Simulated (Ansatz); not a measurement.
Mulliken charges of `[CH3][Sn][Br]` from ωB97M-V/def2-TZVPP in Ansatz (PBE0-D4/def2-TZVP geometry).

```json
{"atom": "C1", "x (Å)": "-0.420", "y (Å)": "0.472", "z (Å)": "-0.316", "charge (e)": "-0.619"}
{"atom": "Sn2", "x (Å)": "0.255", "y (Å)": "-0.262", "z (Å)": "1.621", "charge (e)": "0.578"}
{"atom": "Br3", "x (Å)": "1.777", "y (Å)": "-2.031", "z (Å)": "0.627", "charge (e)": "-0.376"}
{"atom": "H4", "x (Å)": "-0.870", "y (Å)": "-0.351", "z (Å)": "-0.878", "charge (e)": "0.144"}
{"atom": "H5", "x (Å)": "0.444", "y (Å)": "0.825", "z (Å)": "-0.887", "charge (e)": "0.143"}
{"atom": "H6", "x (Å)": "-1.144", "y (Å)": "1.283", "z (Å)": "-0.214", "charge (e)": "0.131"}
```

Problem. By hand: the dipole of these point charges (1 e Å = 4.8032 D).

Solution. Σ q r = (-0.472, 0.556, 0.615) e Å, of length 0.954 e Å = 4.58 D.

Problem. How does the dipole of the full density compare? (Best estimate.)

Solution. The calculation gave: (-0.396, 0.458, 0.168) e Å, 3.02 D; the point charges give 1.52 times that, at 25° from its direction.

Point charges leave out the atoms' own dipoles, such as those of lone pairs, and Mulliken's split depends on the basis, so the two needn't agree.
